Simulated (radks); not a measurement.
Task: Species: neutral copper. Configuration: [Ar] 3d10 4s1. Calculated with a radial shooting solver on a logarithmic mesh with Libxc functionals: Dirac Kohn-Sham, PBEsol, spin-unpolarised, spherical densities, point nucleus; speed of light set to 411.108 atomic units (3 times the physical value, a model run). Some entries of the table are withheld. Estimate them.

orbital  occ.  eigenvalue (eV)  r(max) (bohr)
1s1/2       2        -8749.615            (1)
2s1/2       2              (2)         0.1996
2p1/2       2              (3)         0.1592
2p3/2       4              (4)         0.1595
3s1/2       2        -111.0569         0.6212
3p1/2       2         -71.2601            (5)
3p3/2       4         -70.9813            (6)
3d3/2       4              (7)         0.6002
3d5/2       6              (8)         0.6006
4s1/2       1          -4.4533            (9)

Result: 
(1) 1s1/2 r(max) (bohr): 0.03482
(2) 2s1/2 eigenvalue (eV): -1041.287
(3) 2p1/2 eigenvalue (eV): -913.1097
(4) 2p3/2 eigenvalue (eV): -910.8866
(5) 3p1/2 r(max) (bohr): 0.6222
(6) 3p3/2 r(max) (bohr): 0.6231
(7) 3d3/2 eigenvalue (eV): -5.2338
(8) 3d5/2 eigenvalue (eV): -5.2034
(9) 4s1/2 r(max) (bohr): 2.310
